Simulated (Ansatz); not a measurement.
Coupled-cluster diagnostics for TiB7⁻ (the lowest singlet isomer of a short search), Ansatz.

Geometry of the singlet (PBE-D4/def2-SVPD):

```xyz
8

Ti   -0.0309    1.6266   -1.2279
B     0.1105   -1.0861    1.2380
B    -1.2971   -0.4807    0.8866
B    -1.5021    0.5542   -0.3042
B     0.2243    0.6558    0.6060
B     1.3404    0.1469   -0.9152
B    -0.2081   -0.5547   -0.5981
B     1.3630   -0.8619    0.3148
```

Correlated methods freeze 12 core orbitals; core or outer-core shells of Ti are correlated, in sets that lack core-valence functions. In CCSD on the charge 0 doublet the largest single amplitude is 0.62, so its Hartree–Fock determinant may place the open shell otherwise than the density functionals do. At PBE0-D4/def2-TZVPD a broken-symmetry singlet of charge -1 lies 0.30 eV below the triplet, each at its own geometry. At PBE0-D4/def2-TZVPD a broken-symmetry singlet of charge -1 lies 1.33 eV below the quintet, each at its own geometry. The structure comes from a short search, and lower isomers may exist.

Geometry of the charge -1 triplet (PBE-D4/def2-SVPD):

Cartesian coordinates in Å:
```
Ti 0.249 -1.293 1.705
B -0.193 1.000 -1.318
B 1.085 1.177 -0.419
B 1.315 0.250 0.846
B -0.422 0.565 0.486
B -1.159 -1.057 0.217
B 0.422 -0.561 -0.492
B -1.297 -0.082 -1.025
```

Geometry of the charge -1 quintet (PBE-D4/def2-SVPD):

```xyz
8

Ti   -1.171   -0.069    1.922
B     0.865    0.050   -1.421
B    -0.118    1.238   -1.102
B    -0.941    1.212    0.227
B    -0.642   -0.429   -0.433
B     0.269   -1.251    0.877
B     0.666    0.431    0.394
B     1.072   -1.182   -0.464
```

(1) Estimate the CCSD(T) correlation energy, the shares of MP2 and (T), T1 and the reference's ⟨S²⟩ for: charge -1, singlet, own geometry in def2-SVPD; charge -1, triplet, own geometry in def2-SVPD; charge -1, quintet, own geometry in def2-SVPD; charge 0, doublet, vertical in def2-SVPD; and the rough time on 4 threads of Intel Xeon on a shared host.

Answers

(1) 
```csv
state,basis,correlation (eV),MP2 share (%),(T) share (%),T1,⟨S²⟩ (pure),wall time,remarks
"charge -1, singlet, own geometry",def2-SVPD,-29.679,96.3,9.4,0.048,0.00 (0.00),51 s,restricted SCF unstable
"charge -1, triplet, own geometry",def2-SVPD,-26.994,86.7,8.0,0.096,3.36 (2.00),65 s,"large T1 (0.096), spin-contaminated (⟨S²⟩ 3.36)"
"charge -1, quintet, own geometry",def2-SVPD,-25.624,88.9,7.3,0.068,6.64 (6.00),6.1 min,"large T1 (0.068), spin-contaminated (⟨S²⟩ 6.64)"
"charge 0, doublet, vertical",def2-SVPD,-27.471,86.0,9.1,0.190,2.25 (0.75),8 min,"large T1 (0.190), spin-contaminated (⟨S²⟩ 2.25)"
```
Customary marks for T1 are 0.02 (closed shells), 0.045 (open shells) and about 0.05 (3d metals). T1 exceeds 0.02 in 4 of 4 rows and 0.045 in 4; the higher it lies, the less the single-reference result can be trusted.
